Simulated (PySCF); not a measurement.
## Correlation energy of Ni (nickel, neutral)

[Ar] 3d10, closed-shell 1S (an excited configuration). All numbers are calculated (PySCF 2.14, scalar relativity by spin-free X2C-1e, in x2c-QZVPPall with one added diffuse shell each of s, p, d, f, g type (12s8p7d5f3g, 133 functions)). Frozen: [Ne]; 18 electrons correlated.

MP2 pair energies summed by pair of shells (mhartree):

| pair | energy | share (%) |
| --- | --- | --- |
| 3d-3d | -593.89 | 59.0 |
| 3p-3d | -257.42 | 25.6 |
| 3s-3d | -63.91 | 6.4 |
| 3p-3p | -56.49 | 5.6 |
| 3s-3p | -29.23 | 2.9 |
| 3s-3s | -4.90 | 0.5 |

Total MP2 correlation energy: -1005.8 mhartree.

Same-spin part -345.19 and opposite-spin part -660.65 mhartree; SCS-MP2 scales them by 1/3 and 6/5 to -907.85 mhartree.

This basis was not built for core-valence correlation, so the inner-shell part is incomplete.
